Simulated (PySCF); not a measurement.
CH$_{2}$Cl$_{5}$Si$_{2}$ (SMILES Cl[Si](Cl)C[Si](Cl)(Cl)Cl), doublet, at a GFN2-xTB geometry; PySCF with R2SCAN/STO-3G.

Input for PySCF:
```python
from pyscf import gto, scf, dft

mol = gto.Mole()
mol.atom = '''
    Cl    3.415259   -1.344099   -0.270851
    Si    1.746699   -0.280880   -0.751863
    Cl    1.944996    1.609558   -0.040479
    C     0.240155   -1.158869    0.052580
    Si   -1.358186   -0.126080    0.188537
    Cl   -1.198502    1.186959    1.710293
    Cl   -2.914728   -1.364568    0.550883
    Cl   -1.685546    0.865180   -1.536839
    H     0.033142   -2.072810   -0.503208
    H     0.541630   -1.478046    1.053182
'''
mol.basis = 'sto-3g'
mol.charge = 0
mol.spin = 1
mol.verbose = 4
mol.build()

mf = dft.UKS(mol)
mf.xc = 'r2scan'
mf.kernel()
```

It wrote (shortened):

```
PySCF version 2.14.0

[INPUT] verbose = 4
[INPUT] num. atoms = 10
[INPUT] num. electrons = 121
[INPUT] charge = 0
[INPUT] spin (= nelec alpha-beta = 2S) = 1
[INPUT] symmetry False subgroup None
[INPUT] Mole.unit = angstrom
[INPUT] Symbol           X                Y                Z      unit          X                Y                Z       unit  Magmom
[INPUT]  1 Cl     3.415259000000  -1.344099000000  -0.270851000000 AA    6.453904154456  -2.539978994302  -0.511834210565 Bohr   0.0
[INPUT]  2 Si     1.746699000000  -0.280880000000  -0.751863000000 AA    3.300782732052  -0.530786273868  -1.420815153194 Bohr   0.0
[INPUT]  3 Cl     1.944996000000   1.609558000000  -0.040479000000 AA    3.675509753375   3.041623801603  -0.076494223796 Bohr   0.0
[INPUT]  4 C      0.240155000000  -1.158869000000   0.052580000000 AA    0.453827177445  -2.189945024249   0.099361799630 Bohr   0.0
[INPUT]  5 Si    -1.358186000000  -0.126080000000   0.188537000000 AA   -2.566599566219  -0.238256669785   0.356283294347 Bohr   0.0
[INPUT]  6 Cl    -1.198502000000   1.186959000000   1.710293000000 AA   -2.264840539743   2.243027431088   3.231985362761 Bohr   0.0
[INPUT]  7 Cl    -2.914728000000  -1.364568000000   0.550883000000 AA   -5.508037647601  -2.578659798345   1.041017996679 Bohr   0.0
[INPUT]  8 Cl    -1.685546000000   0.865180000000  -1.536839000000 AA   -3.185220310356   1.634953248451  -2.904204807550 Bohr   0.0
[INPUT]  9 H      0.033142000000  -2.072810000000  -0.503208000000 AA    0.062629303220  -3.917043208260  -0.950925303690 Bohr   0.0
[INPUT] 10 H      0.541630000000  -1.478046000000   1.053182000000 AA    1.023532360848  -2.793102139509   1.990225539322 Bohr   0.0

nuclear repulsion = 1036.54306176502
number of shells = 40
number of NR pGTOs = 210
number of NR cGTOs = 70
basis = sto-3g
ecp = {}

******** <class 'pyscf.dft.uks.UKS'> ********
method = UKS
initial guess = minao
damping factor = 0
level_shift factor = 0
DIIS = <class 'pyscf.scf.diis.CDIIS'>
diis_start_cycle = 1
diis_space = 8
diis_damp = 0
SCF conv_tol = 1e-09
SCF conv_tol_grad = None
SCF max_cycles = 50
direct_scf = True
direct_scf_tol = 1e-13
number electrons alpha = 61  beta = 60
XC library pyscf.dft.libxc version 7.1.2
    S. Lehtola, C. Steigemann, M. J. T. Oliveira, and M. A. L. Marques,  SoftwareX 7, 1–5 (2018)
XC functionals = r2scan
    J. W. Furness, A. D. Kaplan, J. Ning, J. P. Perdew, and J. Sun,  J. Phys. Chem. Lett. 11, 8208–8215 (2020)
    J. W. Furness, A. D. Kaplan, J. Ning, J. P. Perdew, and J. Sun,  J. Phys. Chem. Lett. 11, 9248–9248 (2020)
    J. W. Furness, A. D. Kaplan, J. Ning, J. P. Perdew, and J. Sun,  J. Phys. Chem. Lett. 11, 8208–8215 (2020)
    J. W. Furness, A. D. Kaplan, J. Ning, J. P. Perdew, and J. Sun,  J. Phys. Chem. Lett. 11, 9248–9248 (2020)
radial grids:
    Treutler-Ahlrichs [JCP 102, 346 (1995); DOI:10.1063/1.469408] (M4) radial grids

becke partition: Becke, JCP 88, 2547 (1988); DOI:10.1063/1.454033
pruning grids: <function nwchem_prune>
grids dens level: 3
symmetrized grids: False
atomic radii adjust function: <function treutler_atomic_radii_adjust>
small_rho_cutoff = 0
Set gradient conv threshold to 3.16228e-05
tot grids = 166496
init E= -2886.36612445056

cycle= 1 E= -2887.0171158359  delta_E= -0.651  |g|= 0.444  |ddm|= 2.99
cycle= 2 E= -2886.95489041157  delta_E= 0.0622  |g|= 0.539  |ddm|= 2.02
cycle= 3 E= -2887.19910650653  delta_E= -0.244  |g|= 0.0379  |ddm|= 1.12
cycle= 4 E= -2887.19999422567  delta_E= -0.000888  |g|= 0.0223  |ddm|= 0.118
cycle= 5 E= -2887.20035310166  delta_E= -0.000359  |g|= 0.00432  |ddm|= 0.0439
cycle= 6 E= -2887.2003679245  delta_E= -1.48e-05  |g|= 0.000943  |ddm|= 0.0101
cycle= 7 E= -2887.20036875664  delta_E= -8.32e-07  |g|= 0.000173  |ddm|= 0.00235
cycle= 8 E= -2887.20036879982  delta_E= -4.32e-08  |g|= 6.74e-05  |ddm|= 0.000712
cycle= 9 E= -2887.2003688067  delta_E= -6.88e-09  |g|= 1.89e-05  |ddm|= 0.000281
cycle= 10 E= -2887.20036880729  delta_E= -5.9e-10  |g|= 5.07e-06  |ddm|= 7.61e-05
Extra cycle  E= -2887.20036880731  delta_E= -2.18e-11  |g|= 3.78e-06  |ddm|= 2.5e-05
converged SCF energy = -2887.20036880731  <S^2> = 0.75117837  2S+1 = 2.001178
```
